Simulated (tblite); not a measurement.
Compound: C4H6O3SSi.
Cartesian coordinates in Å at the GFN2-xTB level; atoms count from 1:
```xyz
15
C4H6O3SSi angstrom
C      2.3048    0.6078    0.7013
O      1.1879    0.0624    0.0655
Si     0.6296   -1.4453    0.1842
S     -1.1952   -1.3902   -0.9844
C     -1.9182    0.1478   -0.4000
C     -2.5577    0.8017   -1.3382
O     -3.1096    1.3350   -2.2002
C     -1.7298    0.5504    0.9650
O     -1.0289   -0.0391    1.7552
H      2.1438    0.6475    1.7798
H      3.1964    0.0108    0.4997
H      2.4485    1.6178    0.3163
H      0.4647   -2.0295    1.5009
H      1.4339   -2.3357   -0.6535
H     -2.2746    1.4666    1.2468
```

Computed values, GFN2-xTB/tblite, gas phase, harmonic and unscaled. This tight-binding method is rough: wavenumbers can miss measured ones by several per cent, in bad cases by 10 to 20. Modes of hydrogen on silicon can be 10 to 20 % off. One conformer, not necessarily the lowest.

Harmonic wavenumbers (cm⁻¹): 27.2, 52.5, 93.9, 102.1, 130.3, 133.3, 150.1, 180.2, 218.3, 272.2, 331.6, 452.1, 473.5, 530.6, 548.4, 564.5, 599.7, 638.1, 755.3, 790.7, 860.8, 884.1, 1073.1, 1131.7, 1139.1, 1162.7, 1319.1, 1400.3, 1415.7, 1477.3, 1485.1, 1691.9, 2247.4, 2256.6, 2372.7, 2806.9, 2964.9, 2978.8, 2997.3.

A = 1855, B = 788.4, C = 728.8 MHz; mass 161.981 u (most abundant isotopes); point group C1, symmetry number 1.

What is the zero-point energy?

Half the sum of the wavenumbers: 20355 cm⁻¹ = 243.50 kJ/mol.

What is S at 400 K and 1 bar for an ideal gas of classical rigid rotors and harmonic oscillators?

Translation 178.41, rotation 129.56, vibration 205.42: S = 513.4 J/(mol K).

And Cp and H(400 K) − H(0)?

Cp = 199.05 J/(mol K), of which vibrations give 165.79 (their classical limit is 39 R = 324.3); H(400 K) − H(0) = 52.27 kJ/mol without the zero-point energy, 38.97 from vibrations.

What must be added to the electronic energy to get the Gibbs energy at 400 K and 1 bar?

ZPE + [H(400 K) − H(0)] − T·S = 243.50 + 52.27 − 205.36 = 90.41 kJ/mol.

Blend soft modes into free rotors: weight 1/[1 + (100 cm⁻¹/ν̃)⁴] for the oscillator and the rest for a rotor with moment μB/(μ + B), μ = h/(8π²ν), B = 10⁻⁴⁴ kg m². What vibrational entropy results?

184.82 J/(mol K) in place of 205.42, which changes −T·S at 400 K by +8.24 kJ/mol.

How do the functions run with temperature in this model?

```json
{"T (K)": "100", "S (J/(mol K))": "318.2", "Cp (J/(mol K))": "96.5", "H − H(0) (kJ/mol)": "6.53", "G − H(0) (kJ/mol)": "-25.29", "ln q(vib)": "2.93"}
{"T (K)": "200", "S (J/(mol K))": "398.1", "Cp (J/(mol K))": "137.1", "H − H(0) (kJ/mol)": "18.28", "G − H(0) (kJ/mol)": "-61.33", "ln q(vib)": "6.61"}
{"T (K)": "300", "S (J/(mol K))": "460.2", "Cp (J/(mol K))": "170.9", "H − H(0) (kJ/mol)": "33.73", "G − H(0) (kJ/mol)": "-104.34", "ln q(vib)": "9.94"}
{"T (K)": "500", "S (J/(mol K))": "560.4", "Cp (J/(mol K))": "222.1", "H − H(0) (kJ/mol)": "73.37", "G − H(0) (kJ/mol)": "-206.82", "ln q(vib)": "15.82"}
{"T (K)": "800", "S (J/(mol K))": "676.2", "Cp (J/(mol K))": "270.1", "H − H(0) (kJ/mol)": "147.85", "G − H(0) (kJ/mol)": "-393.09", "ln q(vib)": "23.28"}
{"T (K)": "1000", "S (J/(mol K))": "738.8", "Cp (J/(mol K))": "290.6", "H − H(0) (kJ/mol)": "204.04", "G − H(0) (kJ/mol)": "-534.75", "ln q(vib)": "27.61"}
```

q(vib) and H(0) count from the zero-point level.

Which modes carry the vibrational entropy at 400 K?

27.2 cm⁻¹: 27.64; 52.5 cm⁻¹: 22.19; 93.9 cm⁻¹: 17.38; 102.1 cm⁻¹: 16.69; 130.3 cm⁻¹: 14.69; 133.3 cm⁻¹: 14.51 J/(mol K); the other 33 give 92.33 together.

Hindered rotation and anharmonicity are outside this model. Other conformers, if any are populated, would add a mixing term that is left out. The structure is chiral; the term R ln 2 for an equal mix with its mirror image is left out.

Hardware: one thread, Arm Neoverse V1 (aarch64), shared host. Cost: 0.64 s of wall time. This covers the Hessian and the dipole derivatives.
